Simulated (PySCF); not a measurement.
# Lu(III) with more and more NH2

Computed with PySCF 2.14.0, PBE0, def2-SVP on the ligands, density fitting, scalar-relativistic core potentials, no spin-orbit coupling, vacuum. The metal has lcecp-1-SVP with ECP60. Each complex is relaxed within the symmetry of its template. Distances are means of the shortest metal–ligand contacts, charges and spins Mulliken's; removal energies are rigid, with the ligand's formal charge and no counterpoise, so too large; for an anion taken off a cation in vacuum most of it is the attraction of opposite charges, and multiply charged cations can part far more cheaply with an electron moved from ligand to metal. lcecp potentials hold a fixed number of 4f electrons in the core, out of states, spins and gaps.

| complex | point group | M–NH2 (Å) | charge on M (e) | dipole (D) | removal of one NH2 (eV) | strongest infrared band, degenerate modes summed (cm⁻¹) | unstable modes (below −25 cm⁻¹) |
| --- | --- | --- | --- | --- | --- | --- | --- |
| [Lu(NH2)2]+ | C2v | 2.026 | 1.16 | – | 17.58 | 620 | 0 |
| [Lu(NH2)4]− | S4 | 2.198 | 0.55 | – | 5.42 | – | not given |

**Question.** What does the calculation give for Lu(NH2)3?

**Answer.** point group: Cs, nearly D3h, M–NH2 (Å): 2.125, charge on M (e): 0.85, dipole (D): 0.08, removal of one NH2 (eV): 11.03, strongest infrared band, degenerate modes summed (cm⁻¹): 535, unstable modes (below −25 cm⁻¹): 0.
```xyz
10

Lu   -0.0053    0.0107   -0.0356
N     2.1122    0.0073   -0.2157
H     2.7470    0.8055   -0.1955
H     2.7124   -0.8118   -0.3120
N    -1.0582    1.8384    0.2228
H    -2.0631    1.9570    0.3517
H    -0.6710    2.7820    0.2446
N    -1.0573   -1.8359   -0.0272
H    -2.0630   -1.9827    0.0614
H    -0.6537   -2.7704   -0.0946
```

The more ligands, the longer each bond and the weaker the last ligand is held.

Moved off a saddle point of the template and relaxed again: [Lu(NH2)2]+, Lu(NH2)3, [Lu(NH2)4]−. One start shape was tried for each, so a minimum needn't be the lowest isomer.
